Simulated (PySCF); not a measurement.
CLiN, SMILES [Li][N][C] (connectivity only; charge and spin as stated), neutral, multiplicity 1. The structure is a stationary point at PBE-D3(BJ)/def2-TZVPD.

The numbers are results of PBE-D3(BJ)/def2-TZVPD (PySCF 2.14.0), not measurements.

Harmonic wavenumbers (cm⁻¹): 117, 117, 708, 2079. Rotational constants (GHz): 13.15 (linear); symmetry number 1.

Question: Work out the zero-point energy and the ideal-gas rigid-rotor harmonic-oscillator thermochemistry at 298.15 K and 1 atm.

Answer: ZPE = ½ Σ hcν = ½ × 3021 cm⁻¹ = 4.32 kcal/mol. H − E(el) = 7.34 kcal/mol. Entropy in cal/(mol K): translation 36.41, rotation 14.22, vibration 6.61, total 57.24. G − E(el) = -9.72 kcal/mol. Cp = 11.65 cal/(mol K). Modes under 150 cm⁻¹ make the vibrational entropy uncertain.
